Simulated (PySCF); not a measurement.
## Correlation energy of Al- (aluminium, charge -1)

[Ne] 3s2 3p2, high-spin 3P determinant. Calculation: PySCF 2.14, in aug-cc-pwCVTZ (8s7p5d3f, 75 functions); no relativity, point nucleus. Frozen: 1s2; 12 electrons correlated.

MP2 pair energies summed by pair of shells (mhartree):

```tsv
pair	energy	share (%)
2p-2p	-170.79	57.1
2s-2p	-47.53	15.9
3s-3p	-26.93	9.0
3s-3s	-17.38	5.8
2p-3s	-15.93	5.3
2s-2s	-8.45	2.8
3p-3p	-4.97	1.7
2p-3p	-4.83	1.6
2s-3s	-1.74	0.6
2s-3p	-0.64	0.2
```

Total MP2 correlation energy: -299.21 mhartree.

Same-spin part -80.69 and opposite-spin part -218.51 mhartree; SCS-MP2 scales them by 1/3 and 6/5 to -289.11 mhartree.
